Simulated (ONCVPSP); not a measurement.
**How hard is this selenium ONCV potential?**

```json
{
 "Element": "Se",
 "Generator": "ONCVPSP 4.0.1",
 "Type": "optimised norm-conserving Vanderbilt (ONCV)",
 "Functional": "LDA (Perdew-Wang 92)",
 "Relativity": "scalar-relativistic",
 "Frozen core": "[Ar] 3d10",
 "Valence charge": "6",
 "Reference configuration": "4s2 4p2 (charge +2)",
 "Partial waves": "4s: rc 1.55 bohr, ncon 3, nbas 7, qcut 4.3 1/bohr, 1 projector; 4p: rc 1.25 bohr, ncon 3, nbas 7, qcut 6.5 1/bohr, local",
 "Local potential": "the p channel",
 "Core correction": "Teter function, fcfact 3.75, rcfact 1.25"
}
```

For each optimised wave give the share of its norm inside rc, the residual kinetic energy above qcut (Ha) and the cutoffs (Ha) for errors of 10, 1, 0.1 and 0.01 mHa per electron.

| wave | norm inside rc | residual KE | 10 mHa | 1 mHa | 0.1 mHa | 0.01 mHa |
| --- | --- | --- | --- | --- | --- | --- |
| 4s | 0.448 | 2.6e-03 | 7.4 | 16.8 | 56.2 | not reached |
| 4p | 0.132 | 1.2e-03 | 3.8 | 24.1 | 117.8 | not reached |

The occupied waves need 24 Ha and 118 Ha for 1 and 0.1 mHa.
